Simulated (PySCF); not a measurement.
**Name the molecule from its bond curve**

A diatomic of charge 0 contains Br. Its singlet curve at PBE0 in a triple-zeta basis (scalar-relativistic core potentials, PySCF), in eV from the separated fragments:

R (Å), E (eV) and a bar:
```
    2.047     -3.532 ###########################
    2.142     -3.982 ############
    2.237     -4.223 ####
    2.309     -4.307 #
    2.380     -4.329 
    2.451     -4.304 #
    2.547     -4.218 ####
    2.666     -4.053 #########
    2.808     -3.806 ##################
    2.999     -3.441 ##############################
```

The fit gives ωe = 262 cm⁻¹ and the rotational constant Bₑ = 0.08126 cm⁻¹.

Question: Which atom is the partner?

Answer: The minimum lies at 2.375 Å, so the reduced mass is 16.8576 u Å² cm⁻¹/(Bₑ·Re²) = 36.78 u. With Br at 78.92 u the partner weighs about 68.9 u: Ga. The molecule is GaBr.
